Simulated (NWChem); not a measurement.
System: C$_{3}$H$_{6}$OSi; SMILES C#CCO[SiH3]

```xyz
11

C      0.3446     3.0852     0.0000
C     -0.0842     1.9539     0.0000
C     -0.6300     0.5987     0.0000
O      0.3924    -0.3604     0.0000
Si     0.1242    -2.0072     0.0000
H      0.7317     4.0876     0.0000
H     -1.2842     0.4855     0.8878
H     -1.2842     0.4855    -0.8878
H      1.4650    -2.6474     0.0000
H     -0.6515    -2.4168     1.2131
H     -0.6515    -2.4168    -1.2131
```
Atoms are numbered in this order, from 1.

All runs: NWChem. Pople sets run with spherical d functions. The geometry was optimised at PBE0/def2-SVP. GIAO values for the isolated, static molecule; σ is the absolute isotropic shielding, δ = σ(reference) − σ with the isolated reference molecule computed at the same levels (13C: tetramethylsilane, 1H: tetramethylsilane, 17O: water, 29Si: tetramethylsilane).

### Question
Estimate the computed values for B3LYP/6-311G**. Quantities: δ C1 (ppm); δ C2 (ppm); δ C3 (ppm); δ O4 (ppm); δ Si5 (ppm); δ H6 (ppm); δ H9 (rotor mean) (ppm).

### Answer
| Item | Result |
|---|---|
| δ C1 (ppm) | 76.3 |
| δ C2 (ppm) | 82.4 |
| δ C3 (ppm) | 56.0 |
| δ O4 (ppm) | 22.3 |
| δ Si5 (ppm) | -34.0 |
| δ H6 (ppm) | 2.13 |
| δ H9 (rotor mean) (ppm) | 4.93 |
